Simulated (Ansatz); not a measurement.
Start from `CC(C)O[SiH3]` and change one atom or group to get `CC(C)CCl`.

Ansatz, PBE0-D4/def2-TZVP geometries, multiplicity 1. Each molecule was computed in one conformer, which needn't be the lowest.

```json
{"property": "LUMO energy (PBE/def2-TZVPP) / eV", "`CC(C)O[SiH3]`": "-0.47"}
{"property": "size of the dipole moment (B3LYP/def2-TZVPP) / D", "`CC(C)O[SiH3]`": "1.22"}
{"property": "HOMO energy (ωB97M-V/def2-TZVPP) / eV", "`CC(C)O[SiH3]`": "-10.39"}
{"property": "LUMO energy (ωB97M-V/def2-TZVPP) / eV", "`CC(C)O[SiH3]`": "2.03"}
{"property": "ideal-gas entropy at 298 K and 1 bar (rigid rotor, harmonic PBE0-D4/def2-TZVP) / J/(mol·K)", "`CC(C)O[SiH3]`": "361"}
{"property": "LUMO energy (B3LYP/def2-TZVPP) / eV", "`CC(C)O[SiH3]`": "0.17"}
```

Q: What does the change do to each property? (Best estimate.)

A: The calculation gave: 
| property | `CC(C)CCl` | shift |
| --- | --- | --- |
| LUMO energy (PBE/def2-TZVPP) / eV | -0.21 | 0.26 |
| size of the dipole moment (B3LYP/def2-TZVPP) / D | 2.03 | 0.81 |
| HOMO energy (ωB97M-V/def2-TZVPP) / eV | -10.58 | -0.19 |
| LUMO energy (ωB97M-V/def2-TZVPP) / eV | 2.38 | 0.35 |
| ideal-gas entropy at 298 K and 1 bar (rigid rotor, harmonic PBE0-D4/def2-TZVP) / J/(mol·K) | 333 | -28 |
| LUMO energy (B3LYP/def2-TZVPP) / eV | 0.46 | 0.29 |

With PBE0 the HOMO falls by 0.22 eV and the LUMO rises by 0.37 eV, so the gap widens by about 0.59 eV. PBE moves the HOMO by -0.29 eV and ωB97M-V by -0.19 eV. The zero-point energy changes by -0.5 kJ/mol with -3 modes. Dipoles are sizes alone; their direction can turn. Modes under 60 cm⁻¹, often nearly free rotors, make the harmonic entropy too high.

B3LYP here is the variant with VWN-RPA as its local correlation; programs differ in this.
